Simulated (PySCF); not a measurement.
Order these species by their calculated properties.

All species are isolated and taken at one optimised geometry, non-relativistic unless stated; the electronic structure was computed with PySCF and density fitting.

The conformers computed, where there is a choice (atom-mapped SMILES and torsion angles):
- `[H]/[N:1]=[CH:2]\[CH:3]=[CH:4]/[C:5](=[O:6])[CH2:7][CH2:8][SiH3:9]`: N1–C2–C3–C4 -26°, C3–C4–C5–O6 33°, C4–C5–C7–C8 160°, C5–C7–C8–Si9 46°
- `[CH3:1][Si:2]([SiH3:3])([SiH3:4])[O:5][CH:6]=[O:7]`: C1–Si2–O5–C6 -125°, Si2–O5–C6–O7 0°
- `[CH3:1][O:2][Si@:3]([NH2:4])([OH:5])[CH:6]([CH3:7])[CH3:8]`: C1–O2–Si3–N4 -59°, O2–Si3–C6–C7 59°, H–N4–Si3–O2 -47°, H–N4–Si3–O2 -179°, H–O5–Si3–O2 -33°
- `[CH3:1][CH2:2][SiH2:3]/[CH:4]=[C:5](\[C:6]#[N:7])[O:8][CH3:9]`: C1–C2–Si3–C4 57°, C2–Si3–C4–C5 70°, C4–C5–O8–C9 -178°
- `[CH2:1]=[CH:2]/[CH:3]=[N:4]/[SiH2:5][C:6](=[CH2:7])[O:8][CH3:9]`: C1–C2–C3–N4 180°, C3–N4–Si5–C6 122°, N4–Si5–C6–C7 6°, Si5–C6–O8–C9 180°
- `[CH2:1]=[CH:2][CH2:3][NH:4][Si@@H:5]1[CH:6]=[CH:7][CH2:8][O:9]1`: C1–C2–C3–N4 124°, C2–C3–N4–Si5 81°, C3–N4–Si5–C6 -85°
- `[CH:1]#[C:2][CH2:3][N:4]([CH3:5])[Si@@H:6]([OH:7])[CH:8]=[CH2:9]`: C2–C3–N4–C5 -66°, C3–N4–Si6–O7 43°, N4–Si6–C8–C9 -135°, H–O7–Si6–N4 68°
- `[CH3:1][CH2:2][CH2:3][C@@:4]([SiH3:5])([C:6]#[N:7])[CH:8]=[O:9]`: C1–C2–C3–C4 180°, C2–C3–C4–Si5 -176°, C3–C4–C8–O9 28°

The conformers of `[H]/N=C/[C@@H]1C=C(OC)C[SiH2]1` aren't listed.

**Question.** Rank by smallest rotational constant, lowest first (GFN2-xTB).
A. `C[Si]([SiH3])([SiH3])OC=O`
B. `CC[SiH2]/C=C(\C#N)OC`
C. `CO[Si@](N)(O)C(C)C`
D. `[H]/N=C\C=C/C(=O)CC[SiH3]`

**Answer.** D (0.634 GHz), B (0.711 GHz), A (0.928 GHz), C (1.143 GHz).

**Question.** By how much do the two ends of that ranking differ?

**Answer.** By 0.509 GHz, between `CO[Si@](N)(O)C(C)C` and `[H]/N=C\C=C/C(=O)CC[SiH3]`.

**Question.** Rank by HOMO–LUMO gap, highest first (PBE0/pcSseg-1 at GFN2-xTB geometries).
A. `C#CCN(C)[Si@@H](O)C=C`
B. `O(/C(C#N)=C/[SiH2]CC)C`
C. `C=CCN[Si@@H]1C=CCO1`
D. `C=C/C=N/[SiH2]C(=C)OC`
E. `[H]/N=C\C=C/C(=O)CC[SiH3]`
F. `[H]/N=C/[C@@H]1C=C(OC)C[SiH2]1`
G. `CO[Si@](N)(O)C(C)C`

**Answer.** G (8.57 eV), C (6.73 eV), F (6.50 eV), A (6.32 eV), B (5.57 eV), D (5.00 eV), E (4.63 eV).

**Question.** By how much do the two ends of that ranking differ?

**Answer.** By 3.94 eV, between `CO[Si@](N)(O)C(C)C` and `[H]/N=C\C=C/C(=O)CC[SiH3]`.

**Question.** Rank by dipole moment, highest first (PBE0/pcSseg-1 at GFN2-xTB geometries).
A. `CO[Si@](N)(O)C(C)C`
B. `CCC[C@@]([SiH3])(C#N)C=O`
C. `C1O[Si@@H](C=C1)NCC=C`
D. `[H]/N=C\C=C/C(=O)CC[SiH3]`
E. `CC[SiH2]/C=C(\C#N)OC`

**Answer.** D (5.05 D), B (2.56 D), E (2.07 D), C (1.68 D), A (0.80 D).

**Question.** Give the two extremes of that set in atomic units.

**Answer.** `CO[Si@](N)(O)C(C)C`: 0.32 au; `[H]/N=C\C=C/C(=O)CC[SiH3]`: 1.98 au.

**Question.** Rank by HOMO energy, highest first (PBE0/pcSseg-1 at GFN2-xTB geometries).
A. `C=CCN[Si@@H]1C=CCO1`
B. `CCC[C@@]([SiH3])(C#N)C=O`
C. `CC[SiH2]/C=C(\C#N)OC`
D. `[H]/N=C/[C@@H]1C=C(OC)C[SiH2]1`

**Answer.** D (-6.57 eV), A (-6.87 eV), C (-7.20 eV), B (-7.97 eV).

**Question.** Give the two extremes of that set in hartree.

**Answer.** `CCC[C@@]([SiH3])(C#N)C=O`: -0.293 Eh; `[H]/N=C/[C@@H]1C=C(OC)C[SiH2]1`: -0.242 Eh.
